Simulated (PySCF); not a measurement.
Species: C₄H₁₀PSSi (doublet state).
Structure used (GFN2-xTB), in Å, numbered top down from 1:
```xyz
17
C4H10PSSi angstrom
C      3.469   -0.428   -1.297
C      2.400   -0.192   -0.557
S      0.772   -0.563   -1.093
Si    -0.400    0.626    0.336
P      0.636    0.602    2.345
C     -2.060   -0.334    0.456
C     -2.713   -0.559   -0.901
H      3.386   -0.839   -2.288
H      4.459   -0.220   -0.930
H      2.462    0.210    0.446
H      1.264    1.825    2.180
H     -0.445    1.180    2.983
H     -1.864   -1.301    0.927
H     -2.746    0.206    1.110
H     -2.969    0.389   -1.367
H     -2.035   -1.090   -1.563
H     -3.623   -1.147   -0.797
```

The hyperfine couplings belong to this conformer and change with its torsions.

As a line formula: `C=CS[Si](P)CC` [radical].

Theory: UKS B3LYP, pcH-1 on C H P S Si, non-relativistic, mean-field spin-orbit, GIAO (PySCF 2.14.0). Geometry: GFN2-xTB, one conformer, isolated molecule. The geometry wasn't refined by DFT: couplings that depend on bond lengths, twists or pyramidal angles can differ widely from those at the functional's own minimum, by a factor of two or more for some ions and for spin on atoms past the first row. Stability of the SCF solution: not tested.

(1) What is the g tensor, term by term?

(2) What are the electron Larmor frequencies g μB B/h along the three axes at 340 mT?

(3) At 9.581 GHz, how far is the centre of the isotropic spectrum from where a free electron (g = 2.002319) resonates?

(4) What effective moment and Curie constant follow for a powder?

(5) In a frozen sample, at which fields do the three g values resonate at 9.5, 34, 94 and 263 GHz (hyperfine left aside), and which band first spreads them over more than twice a line width of 0.5 mT?

Answers

(1) 
| Δg (ppt) | 1 | 2 | 3 |
| --- | --- | --- | --- |
| relativistic mass correction | -0.17 | -0.17 | -0.17 |
| gauge correction | 0.01 | 0.07 | 0.06 |
| orbital Zeeman/spin–orbit | -0.34 | 2.31 | 8.49 |
| total | -0.50 | 2.22 | 8.38 |

So g = 2.00182, 2.00454, 2.01070 and g_iso = 2.00569; the tensor is rhombic: the two nearest values differ by 31 % of g3 − g1. Axes: g3 points within 6° of the C2–S3 bond.

(2) 9.5261, 9.5390, 9.5684 GHz for g1, g2 and g3, a range of 42.3 MHz.

(3) B = hν/(g μB) with μB/h = 13.99624 MHz/mT gives 341.87 mT for the free electron and 341.30 mT at g_iso, 0.57 mT lower.

(4) With the mean of g² = 4.0228 and S(S+1) = 0.75: μ_eff = √(⟨g²⟩S(S+1)) = 1.737 μB and χT = 0.12505·⟨g²⟩·S(S+1) = 0.377 cm³ K/mol (cgs; spin-Hamiltonian part alone).

(5) 
| band | GHz | B(g3) mT | B(g2) mT | B(g1) mT | spread mT |
| --- | --- | --- | --- | --- | --- |
| X | 9.5 | 337.57 | 338.61 | 339.07 | 1.50 |
| Q | 34.0 | 1208.15 | 1211.86 | 1213.51 | 5.36 |
| W | 94.0 | 3340.17 | 3350.44 | 3354.99 | 14.82 |
| J | 263.0 | 9345.36 | 9374.11 | 9386.83 | 41.47 |

The spread grows in proportion to the frequency. X band is the first where it exceeds 1.0 mT.

The Mulliken spin populations are largest on Si4 (+0.70), P5 (+0.12) and S3 (+0.12). No atom but Si4 exceeds +0.15. The angles at Si4 add up to 322.1°, so it is pyramidal.

The HOMO–LUMO gaps are 4.86 eV among the α and 3.56 eV among the β orbitals.

Time: 2.5 min wall (grids of density and orbitals included); peak memory 1.2 GiB. Hardware: one thread of an Arm Neoverse V1, no GPU, on a shared host.
